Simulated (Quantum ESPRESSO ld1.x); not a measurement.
The phosphorus ion P4+, configuration [He] 2s1 2p6 3s1 3p1 (not the ground configuration).

Method: Dirac Kohn-Sham, BLYP, spin-unpolarised, spherical densities, point nucleus; open shells fill j = l - 1/2 first; computed with ld1.x of Quantum ESPRESSO 7.5.

Energy parts (eV):
total: -9008.0
kinetic: 9042.8
electron-nucleus: -20720.7
Hartree: 3235.2
exchange-correlation: -565.2

Orbitals (lengths in bohr, moments of r in powers of bohr; r(max) is where P^2 peaks):
orbital,occ.,eigenvalue (eV),r(max),<r^4>
1s1/2,2,-2174.97,0.06759,0.0005374
2s1/2,1,-250.794,0.4134,0.1670
2p1/2,2,-203.407,0.3454,0.1530
2p3/2,4,-202.419,0.3470,0.1553
3s1/2,1,-63.9566,1.357,10.49
3p1/2,1,-52.7635,1.426,14.21
3p3/2,0,-52.6322,1.430,14.34

The highest occupied level is 3p1/2 at -52.764 eV. Summed over all electrons, <r^2> = 7.575 bohr^2, which gives a Langevin (diamagnetic) susceptibility term of -6 x 10^-6 cm^3/mol. The density falls to 0.001 e/bohr^3 at r = 2.96 bohr.
